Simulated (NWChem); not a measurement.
# CH3ClOSe; SMILES Cl[Se]OC

```xyz
7

Se     0.7442    -0.0006    -0.0514
Cl    -0.6944    -1.6570     0.0399
O     -0.2335     1.3459     0.5651
C     -1.2046     1.8844    -0.3121
H     -2.0113     1.1570    -0.5017
H     -1.6270     2.7624     0.1978
H     -0.7647     2.1944    -1.2747
```
Atoms are numbered in this order, from 1.

Program: NWChem. Geometry: optimised at PBE0/def2-SVP. Ions are spin-unrestricted doublets at the neutral geometry; other ion states weren't tried.

### Question
What does the run give for PBE/def2-SVP? Quantities: vertical ionisation energy, ΔSCF (eV); −ε(HOMO) (eV).

### Answer
The vertical ionisation energy, ΔSCF (eV) comes out as 8.65 and the −ε(HOMO) (eV) comes out as 5.25.
